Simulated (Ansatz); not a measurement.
`[F][GeH2][S][GeH3]` → `[F][GeH2][SH]` + `[GeH2]` at 700 K and 1 bar (germylene loss).

Calculated with Ansatz (gas phase, PBE0-D4/def2-TZVP geometries, no zero-point term in ΔE). CBS: MP2 limit from def2 TZ/QZ plus the TZ coupled-cluster correction, frozen cores. For Ge outer-core shells are correlated without core-valence functions, which leaves a few kJ/mol of doubt a bond. Scalar relativity is left out up to krypton. Each species was taken in one conformer, which may not be the lowest.

| species | CCSD(T)/CBS energy (Eh) | H − E (kJ/mol) | S (J/(mol·K)) |
| --- | --- | --- | --- |
| `[F][GeH2][S][GeH3]` | -4652.86834 | 194.4 | 498.5 |
| `[F][GeH2][SH]` | -2575.53651 | 125.5 | 383.9 |
| `[GeH2]` | -2077.24753 | 54.8 | 253.9 |

H − E and S are ideal-gas, rigid-rotor, harmonic terms from PBE0-D4/def2-TZVP, for one conformer and one mirror image of each species. 1 Eh = 2625.50 kJ/mol, R = 8.31446 J/(mol·K).

Question: By hand: ΔE, ΔH, ΔS and ΔG.

Answer: ΔE = (-2575.53651) + (-2077.24753) − (-4652.86834) = 0.08430 Eh = 221.3 kJ/mol. Δ(H − E) = 125.5 + 54.8 − 194.4 = -14.1, so ΔH = 207.2 kJ/mol. ΔS = 383.9 + 253.9 − 498.5 = 139.3 J/(mol·K). ΔG = 207.2 − 700 × (139.3)/1000 = 109.7 kJ/mol.

Question: By hand: the equilibrium constant, and the temperature at which ΔG would vanish if ΔH and ΔS stayed fixed.

Answer: log₁₀ K = −ΔG/(RT ln 10) = -8.2. ΔG = 0 at ΔH/ΔS = 1487 K.

The number of gas molecules changes by +1, which sets the sign of ΔS. A doubt of 5 kJ/mol in ΔE shifts log₁₀ K by 0.4 here. Other conformers and mirror images would add mixing entropy, several J/(mol·K) or more a flexible species. Modes under 60 cm⁻¹, often nearly free rotors, make the harmonic entropy too high. These are equilibria of isolated gas molecules and say nothing of rates. Largest T1 diagnostic: 0.012 (customary marks: 0.02 for closed shells, 0.045 for open ones).
